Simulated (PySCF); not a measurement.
An unknown shows these calculated signals:

¹H NMR (500 MHz, computed): δ 5.04 (m, 1H), 4.87 (m, 1H), 4.39 (m, 1H), 2.66 (s, 6H), 1.61 (m, 3H).

¹³C{¹H} NMR (computed): δ 90.6 (CH), 41.4 (CH3), 20.2 (CH3).

Non-relativistic Hamiltonian, averaged over atoms made equivalent by symmetry, fast rotation or ring inversion, gas phase, single conformer. Geometry from GFN2-xTB; NMR shieldings at PBE0/pcSseg-1/GIAO; PySCF.

Scale: ¹H (σref 31.72) and ¹³C (σref 186.93) against TMS (reference shieldings calculated alike).

Task: Which of these does the molecule contain: an N-methyl group, a Si–H bond, an amide, an S-methyl group, an aldehyde?

Result: 
- An N-methyl group: yes (δC 41.4; δH 2.66 (s)).
- A Si–H bond: yes (δH 5.04 (m), 4.39 (m)).
- An amide: no.
- An S-methyl group: no.
- An aldehyde: no.

The data belong to SMILES C[C@@H](F)[SiH2]N(C)C, C₄H₁₂FNSi; they needn't prove each group on their own.

Carbon signals by region: 1 at 50–100 ppm, 2 below 50 ppm.

Splittings by ¹⁹F in the carbon and heteronuclear signals aren't shown, as no couplings were computed. Shifts are as computed. Against solution values, carbons near 30 ppm lie about +3 ppm off and those near 130 ppm about +5 ppm. Of 1211 compounds with measured shifts, 218 miss one by over three times the rms of a fit or turn the order of signals round; such compounds aren't used in these exercises. No couplings were computed; multiplicities are counted from neighbouring protons, with m where these are inequivalent, close in shift, in a saturated or five-membered ring or joined by F or P, and br s for small geminal =CH2 splittings.
